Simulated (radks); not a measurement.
Results of a calculation; reference values are marked as such.
Radial electron density D(r) = 4 pi r^2 rho(r) of an atom or ion with 52 electrons. Level of theory: scalar-relativistic Kohn-Sham, BLYP, spin-unpolarised, spherical densities, point nucleus (a radial shooting solver on a logarithmic mesh with Libxc functionals).

```
   r/bohr * D(r) (the largest magnitude, 97.6, reaches the edge; | marks zero)
 0.001013 |*
  0.00116 | *
  0.00134 | *
 0.001535 |  *
 0.001759 |   *
 0.002015 |    *
 0.002327 |     *
 0.002666 |      *
 0.003055 |        *
   0.0035 |          *
 0.004042 |            *
  0.00463 |               *
 0.005305 |                  *
 0.006078 |                     *
 0.007019 |                        *
 0.008042 |                            *
 0.009213 |                               *
  0.01056 |                                   *
  0.01219 |                                      *
  0.01397 |                                        *
    0.016 |                                         *
  0.01833 |                                         *
    0.021 |                                        *
  0.02426 |                                       *
  0.02779 |                                     *
  0.03184 |                                    *
  0.03648 |                                    *
  0.04212 |                                      *
  0.04826 |                                          *
  0.05529 |                                               *
  0.06335 |                                                   *
  0.07316 |                                                      *
  0.08382 |                                                      *
  0.09603 |                                                  *
     0.11 |                                             *
   0.1271 |                                         *
   0.1456 |                                       *
   0.1668 |                                         *
   0.1911 |                                             *
   0.2207 |                                              *
   0.2528 |                                            *
   0.2896 |                                    *
   0.3318 |                          *
   0.3802 |                   *
   0.4391 |                *
    0.503 |                 *
   0.5763 |                  *
   0.6603 |                  *
   0.7625 |               *
   0.8736 |           *
    1.001 |       *
    1.147 |     *
    1.324 |   *
    1.517 |   *
    1.738 |  *
    1.991 | *
      2.3 |*
    2.635 *
    3.019 *
    3.459 *
    3.994 *
    4.576 *
    5.243 *
```

What is the nuclear charge?

Answer. Z = 57. The innermost maximum, from 1s, lies near gamma/Z bohr with gamma = sqrt(1 - (Z/c)^2) = 0.909, here 0.016 bohr (found: 0.0175), and its height grows with Z. The density is that of the lanthanum ion La5+ in [Kr] 4d10 5s2 5p4; the configuration itself is not fixed sharply by these data, and Z only to a few units. D(r) has 4 maxima, at r = 0.0175, 0.0774, 0.219, 0.609 bohr, and minima at 0.0337, 0.144, 0.446 bohr, inside which lie 1.96, 11.18, 28.91 electrons.
